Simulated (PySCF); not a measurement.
# Cr: ionisation energy

Cr [Ar] 3d5 4s1 (7S) → Cr+ [Ar] 3d5 (6S), as a difference of total energies. Calculation: PySCF 2.14, in def2-QZVPPD; no relativity, point nucleus. Correlated levels: valence: [Ar] frozen; valence and next inner shell: [Ne] frozen. The calculations carry no spin-orbit coupling.

```tsv
method	ionisation energy (eV)	difference from reference (eV)
UHF	5.906	-0.861
LDA	7.460	+0.693
PBE	7.258	+0.491
PBE0	6.925	+0.158
r2SCAN	7.216	+0.449
CAM-B3LYP	6.811	+0.044
wB97X-V	6.533	-0.234
HSE06	6.988	+0.221
B2PLYP	6.634	-0.133
MP2 (valence)	6.389	-0.378
SCS-MP2 (valence)	6.067	-0.700
MP2 (valence and next inner shell)	6.631	-0.136
SCS-MP2 (valence and next inner shell)	6.295	-0.472
```

Reference: 6.767 eV (measured; NIST Atomic Spectra Database, ionization energies).

These non-relativistic numbers lack the scalar-relativistic shift.

Errors of the correlated levels include the incompleteness of this basis and the frozen core.
